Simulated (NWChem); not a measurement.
System: HSeCl; SMILES Cl[SeH]

Program: NWChem. This build's default masses of Se (78.918 u) and Br (79.917 u) are each other's, which moves their modes by up to 0.6 %. The level has its own optimisation; frequencies are unscaled.

Q: Estimate the computed values for BLYP/def2-SVP. Quantities: r H–Se (Å); r Cl–Se (Å); highest harmonic frequency (cm⁻¹); lowest (cm⁻¹); zero-point energy (kcal/mol); dipole (D).

A: 
```
Item                               Value
---------------------------------  -----
r H–Se (Å)                         1.495
r Cl–Se (Å)                        2.241
highest harmonic frequency (cm⁻¹)   2291
lowest (cm⁻¹)                        373
zero-point energy (kcal/mol)         4.9
dipole (D)                          1.51
```
